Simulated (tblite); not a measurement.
C8H8ClP.
Geometry (GFN2-xTB, Å), atoms numbered from 1 in this order:
```xyz
18
C8H8ClP angstrom
Cl    -0.009   -1.191    2.668
C      0.881   -0.617    1.289
P      2.589   -0.423    1.569
C      3.059    0.137   -0.002
C      2.214    0.310   -1.077
C      0.852    0.073   -1.025
C      0.185   -0.363    0.115
C     -1.289   -0.574    0.086
C     -2.191    0.393    0.799
C     -2.188    0.333   -0.697
H      4.111    0.355   -0.131
H      2.635    0.652   -2.014
H      0.266    0.226   -1.920
H     -1.568   -1.621    0.146
H     -1.735    1.251    1.270
H     -3.040    0.002    1.338
H     -1.744    1.162   -1.227
H     -3.039   -0.099   -1.200
```

Computed with GFN2-xTB (tblite): harmonic, unscaled wavenumbers at the GFN2-xTB geometry, gas phase. The method is semi-empirical: single wavenumbers can be off by several per cent or more. One conformer, not necessarily the lowest.

Harmonic wavenumbers (cm⁻¹): 52.7, 83.4, 143.9, 153.9, 237.6, 260.3, 327.9, 352.9, 410.5, 439.3, 477.2, 581.1, 634.3, 701.3, 761.9, 804.5, 840.5, 850.3, 873.3, 917.0, 922.1, 942.1, 988.5, 1035.5, 1067.6, 1075.1, 1079.1, 1091.6, 1138.6, 1154.2, 1205.3, 1237.6, 1242.0, 1333.1, 1352.2, 1397.0, 1437.6, 1487.3, 1518.7, 1534.5, 3021.7, 3046.9, 3057.5, 3086.3, 3089.2, 3091.2, 3093.1, 3110.7.

A = 1431, B = 916.9, C = 582.5 MHz; mass 170.005 u (most abundant isotopes); point group C1, symmetry number 1.

Problem. Zero-point energy?

Solution. ½Σν̃ = 29370 cm⁻¹ = 83.97 kcal/mol.

Problem. Entropy at 200 K, 1 bar (ideal gas, RRHO, classical rotation)?

Solution. Translation 39.34, rotation 29.23, vibration 16.05: S = 84.6 cal/(mol K).

Problem. And Cp and H(200 K) − H(0)?

Solution. Cp = 26.86 cal/(mol K), of which vibrations give 18.91 (their classical limit is 48 R = 95.4); H(200 K) − H(0) = 3.40 kcal/mol without the zero-point energy, 1.81 from vibrations.

Problem. How do the functions run with temperature in this model?

Solution. 
```json
{"T (K)": "100", "S (cal/(mol K))": "69.8", "Cp (cal/(mol K))": "17.1", "H − H(0) (kcal/mol)": "1.21", "G − H(0) (kcal/mol)": "-5.77", "ln q(vib)": "1.32"}
{"T (K)": "300", "S (cal/(mol K))": "97.5", "Cp (cal/(mol K))": "37.7", "H − H(0) (kcal/mol)": "6.62", "G − H(0) (kcal/mol)": "-22.64", "ln q(vib)": "5.85"}
{"T (K)": "500", "S (cal/(mol K))": "121.5", "Cp (cal/(mol K))": "56.8", "H − H(0) (kcal/mol)": "16.18", "G − H(0) (kcal/mol)": "-44.59", "ln q(vib)": "10.70"}
{"T (K)": "800", "S (cal/(mol K))": "152.3", "Cp (cal/(mol K))": "73.6", "H − H(0) (kcal/mol)": "36.00", "G − H(0) (kcal/mol)": "-85.82", "ln q(vib)": "17.93"}
{"T (K)": "1000", "S (cal/(mol K))": "169.5", "Cp (cal/(mol K))": "80.4", "H − H(0) (kcal/mol)": "51.44", "G − H(0) (kcal/mol)": "-118.04", "ln q(vib)": "22.45"}
```

q(vib) and H(0) count from the zero-point level.

Problem. Blend soft modes into free rotors: weight 1/[1 + (100 cm⁻¹/ν̃)⁴] for the oscillator and the rest for a rotor with moment μB/(μ + B), μ = h/(8π²ν), B = 10⁻⁴⁴ kg m². What vibrational entropy results?

Solution. 15.09 cal/(mol K) in place of 16.05, which changes −T·S at 200 K by +0.19 kcal/mol.

Problem. Which modes carry the vibrational entropy at 200 K?

Solution. 52.7 cm⁻¹: 3.93; 83.4 cm⁻¹: 3.03; 143.9 cm⁻¹: 2.00; 153.9 cm⁻¹: 1.88; 237.6 cm⁻¹: 1.15; 260.3 cm⁻¹: 1.01 cal/(mol K); the other 42 give 3.05 together.

Problem. What must be added to the electronic energy to get the Gibbs energy at 200 K and 1 bar?

Solution. ZPE + [H(200 K) − H(0)] − T·S = 83.97 + 3.40 − 16.92 = 70.45 kcal/mol.

Hindered rotation and anharmonicity are outside this model. Other conformers, if any are populated, would add a mixing term that is left out. The structure is chiral; the term R ln 2 for an equal mix with its mirror image is left out.
